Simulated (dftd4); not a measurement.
terbium atom (Tb), sextet; D4 for pbe (dftd4).

Input for dftd4:
```
$ dftd4 mol.xyz --func pbe --charge 0 --json dftd4.json --noedisp --property

# file mol.xyz
1

Tb     0.00000000     0.00000000     0.00000000
```

The log (banner, timings and long lists left out):

```
                    ____  _____ _____     ____  _  _
      -------------|  _ \|  ___|_   _|---|  _ \| || |------------
     |             | | | | |_    | | ___ | | | | || |_           |
     |             | |_| |  _|   | ||___|| |_| |__   _|          |
     |             |____/|_|     |_|     |____/   |_|            |
     |             ===================================           |
     |            E. Caldeweyher, S. Ehlert & S. Grimme          |
     |          Mulliken Center for Theoretical Chemistry        |
     |                    University of Bonn                     |
      -----------------------------------------------------------

Rational (Becke-Johnson) damping: pbe-D4-ATM
---------------------
  s6         1.0000
  s8         0.9595
  s9         1.0000
  a1         0.3857
  a2         4.8069
 alp        16.0000
--------------------

Atomic data, radii in Ångström:
------------------------------------------------------
   Z          R(cov)      r4/r2   hardness         EN
------------------------------------------------------
  65 Tb       2.0133     4.6599     0.2245     1.2100
------------------------------------------------------

Atomic reference systems (in atomic units):
----------------------------------------------------------------------------
   Z        #      CN     q+Z       C6(AA)   #      CN     q+Z       C6(AA)
----------------------------------------------------------------------------
  65 Tb     1  0.0000 37.0000    3093.5789   2  2.4519 37.7946     258.6561
----------------------------------------------------------------------------

Atomic properties (in atomic units):
----------------------------------------------------------------------------
     #    Z              CN          q      C6(AA)        C8(AA)   alpha(0)
----------------------------------------------------------------------------
     1   65 Tb       0.0000     0.0000   3093.5789   719661.7549   229.3016
----------------------------------------------------------------------------

Molecular properties (in atomic units):
----------------------------------------
 molecular C6                3093.5789
 molecular C8              719661.7549
----------------------------------------

Dispersion energy:       0.0000000000000E+00 Eh

[Info] JSON dump of results written to 'dftd4.json'
```
